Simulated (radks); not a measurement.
Isoelectronic series with 60 electrons, each ion in its NIST ground configuration. Calculated with a radial shooting solver on a logarithmic mesh with Libxc functionals: Dirac Kohn-Sham, PBEsol, spin-unpolarised, spherical densities, point nucleus; open shells fill j = l - 1/2 first. Total energies (hartree) and mean radii <r> (bohr) (* marks an orbital that is empty in some or all of the ions):

ion,configuration,E (hartree),4f7/2*,4f5/2,5p3/2*,5p1/2
Nd,[Xe] 4f4 6s2,-9626.3881,1.150,1.123,1.760,1.667
Pm+,[Xe] 4f5 6s1,-10023.3571,1.066,1.047,1.720,1.627
Sm2+,[Xe] 4f6,-10430.2678,1.004,0.9879,1.676,1.585
Eu3+,[Xe] 4f6,-10846.9513,0.8846,0.8739,1.581,1.498
Tb5+,[Kr] 4d10 4f7 5s2 5p5,-11709.1244,0.7741,0.7662,1.437,1.366
Dy6+,[Kr] 4d10 4f8 5s2 5p4,-12154.9965,0.7454,0.7378,1.385,1.317
Ho7+,[Kr] 4d10 4f9 5s2 5p3,-12611.0651,0.7194,0.7120,1.338,1.272
Er8+,[Kr] 4d10 4f10 5s2 5p2,-13077.4472,0.6958,0.6885,1.294,1.230
Tm9+,[Kr] 4d10 4f11 5s2 5p1,-13553.9386,0.6732,0.6661,1.252,1.190

Estimate the row of Gd4+ ([Xe] 4f6).

Answer. E (hartree) -11273.3357; 4f7/2* 0.8066; 4f5/2 0.7983; 5p3/2* 1.494; 5p1/2 1.419.
